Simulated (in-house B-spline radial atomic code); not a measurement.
# RPA and G0W0 on TPSS: the magnesium ion Mg²⁺

Configuration [He] 2s2 2p6, mean-field start TPSS. Computed with a B-spline radial code for spherical atoms: all electrons, non-relativistic, point nucleus, each spin shell either full or empty, empty states to l = 9 with an (l + 1/2)⁻⁴ tail; G0W0 by contour deformation at full frequency.

Command:
```bash
python run_gw.py task.json out
```
Settings (radii: box in bohr, nucleus in fm):
```
Z                        12
electrons                10
configuration            [He] 2s2 2p6
hamiltonian              nr
method                   tpss,tpss
lmax                     9
spin_polarised           False
box_radius               17.55
intervals                48
```

Time taken, with all properties: 0.9 s on 1 thread of Arm Neoverse N1, with other jobs on the host.

Energies (hartree):

```
                                     term       value
                         mean-field total  -199.26111
Hartree-Fock functional on these orbitals  -198.82571
                      direct second order    -0.69016
                    second-order exchange     0.24376
                         SOSEX correction     0.22139
```

(1) What is the RPA correlation energy, and what remains with SOSEX?

Quasi-particle levels (eV):

```tsv
level	occupied	mean field	Σx - vxc	Σc	QP weight	G0W0
2p	yes	-67.06	-15.06	?	?	?
3s	no	-18.075	3.75	-0.45	0.995	-14.773
```

G0W0 = mean field + (Σx - vxc) + Σc, with Σc (partial-wave tail included) taken at the quasi-particle energy. Levels of low weight are left out.

(2) Where does G0W0 put 2p?

## Answers

(1) RPA gives -0.60172 hartree (-1.64 eV per electron); RPA + SOSEX gives -0.38032, and the second-order doubles -0.4464 hartree (no singles). RPA lacks exchange-type terms and so overcorrelates at short range.

(2) At -79.69 eV, with Σc = 2.43 eV and a quasi-particle weight of 0.939. The tabulated removal energy is 80.144 eV (NIST, measured); the calculation leaves out relativity, Breit and QED terms, and what these don't explain is the method's own error.
